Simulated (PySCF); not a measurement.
# NMR problem set

PySCF 2.14 calculation with structure optimised with GFN2-xTB, shielding tensors at PBE0/pcSseg-1 (GIAO) and couplings computed with B3LYP/pcJ-1 (spin–dipole term left out of most H,H and C,H couplings); no solvent, one averaged value for each set of equivalent atoms, single conformer, non-relativistic Hamiltonian.

Chemical shifts δ = σref − σ; TMS for $^{1}$H and $^{13}$C, all at this level. Multiplet labels drop J under 1 Hz and among equivalent protons, and merge close values. Unscaled 3J(H,H) run several per cent high. Splittings of carbon signals by F and P are missing where no couplings were computed. Where no couplings were computed, multiplicities follow the n + 1 count of equivalent neighbours, and m marks all less simple cases (inequivalent or close neighbours, rings, F or P nearby). Shifts are as computed. Against solution values, carbons near 30 ppm lie about +3 ppm off and those near 130 ppm about +5 ppm. Of 1211 compounds with measured shifts, 218 miss one by over three times the rms of a fit or turn the order of signals round; such compounds aren't used in these exercises.

Question: C8H10F2. $^{1}$H NMR (600 MHz, computed): δ 6.79 (m, 1H), 6.00 (m, 1H), 5.96 (m, 1H), 5.84 (br s, 1H), 5.66 (m, 1H), 5.53 (br s, 1H), 5.36 (br s, 1H), 5.36 (br s, 1H), 2.83 (m, 2H). $^{13}$C{$^{1}$H} NMR (computed): δ 158.1 (C), 148.0 (C), 146.6 (CH), 127.6 (CH2), 127.2 (CH2), 123.7 (CH2), 121.4 (CH), 51.9 (CH2). Identify the compound.

Answer: SMILES C=C(C=C)C(=C)CC(F)F. The formula gives 3 degrees of unsaturation (no ring in the answer). 8 carbon signals for 8 carbons: no two carbons are equivalent. Carbon types of the structure: 2 × C, 2 × CH, 4 × CH2, which accounts for all hydrogens. δC 158.1, 148.0: fully substituted alkene carbon; the olefinic region. δC 146.6: alkene CH; the olefinic region. δC 127.6, 127.2, 123.7: terminal =CH2 carbon; an sp2 carbon of a C=C bond. δC 121.4: sp3 CH bonded to 2 F; 2 electronegative neighbours deshield it.

The shifts were computed for this structure.

Question: C4H8. $^{1}$H NMR (300 MHz, computed): δ 2.10 (s, 8H). $^{13}$C{$^{1}$H} NMR (computed): δ 21.2 (CH2). Identify the compound.

Answer: cyclobutane (C1CCC1). Rings plus π bonds: 1 (1 ring in the answer). 1 carbon signal for 4 carbons: some carbons are equivalent by symmetry or fast rotation. Carbon types of the structure: 4 × CH2, which accounts for all hydrogens. δC 21.2: sp3 CH2 in a ring; saturated and bonded to C and H only. δH 2.10: hydrogen on an sp3 CH2 in a ring.
